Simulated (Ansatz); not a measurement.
Two-coordinate energy map

InH2BrO (SMILES [OH][InH][Br]), singlet, PBE0-D4/def2-TZVP minimum:

```
5
angstrom
O -1.3090 -0.5292 -0.4277
In 0.4483 0.1766 0.1255
Br 1.7606 -1.6211 1.1589
H -1.8699 0.1323 -0.8404
H 1.0198 1.7677 -0.0578
```

Rows set the bond length O1–H4 (Å; 0.960 at the minimum), columns the angle In2–O1–H4 (°; 113.2), set in this order; the parts move rigidly, in a bend the first-named atom's side turns in the plane, and in a torsion the whole end group turns. CCSD(T) energies count from the value at that structure, in eV. Computed with Ansatz 0.2.0 (basis: def2-TZVPP); correlated methods freeze the cores. Filled d shells of the heavier atoms are correlated. Core potentials replace the inner electrons of the atoms past krypton. The def2 sets are not built for correlating such inner shells, so the correlated values are less sure here.

```tsv
O1–H4 \ In2–O1–H4	83.2	98.2	113.2	128.2	143.2
0.845	?	0.567	0.462	0.501	0.619
0.928	0.416	0.115	0.030	?	0.223
1.048	0.480	0.216	0.163	0.250	?
1.189	1.058	0.844	0.830	0.950	1.139
1.345	1.882	1.724	1.750	1.902	?
```

Fill in the withheld cells. (An estimate is asked for; the value comes from the calculation.)

Computed: (0.845, 83.2): 0.889; (0.928, 128.2): 0.088; (1.048, 143.2): 0.410; (1.345, 143.2): 2.121 eV. These count from the CCSD(T) energy at the PBE0-D4 minimum.

The same grid for a cheaper method: PBE-D4 − CCSD(T), both counted from the minimum, in eV:
```tsv
O1–H4 \ In2–O1–H4	83.2	98.2	113.2	128.2	143.2
0.845	0.039	0.049	0.057	0.063	0.067
0.928	0.004	0.011	0.016	0.021	0.023
1.048	-0.045	-0.043	-0.042	-0.041	-0.041
1.189	-0.092	-0.097	-0.103	-0.108	-0.113
1.345	-0.126	-0.140	-0.155	-0.169	-0.181
```

The T1 diagnostic stays at or below 0.017. The restricted Hartree–Fock reference is unstable towards an unrestricted one here.

For scale, one of the runs: CCSD(T)/def2-TZVPP, 157 basis functions (an equivalent command: `ansatz run in.yaml --threads 4`). Time: 36 s of wall clock on 4 CPU threads; the host was shared. Peak host memory: 1.3 GiB.
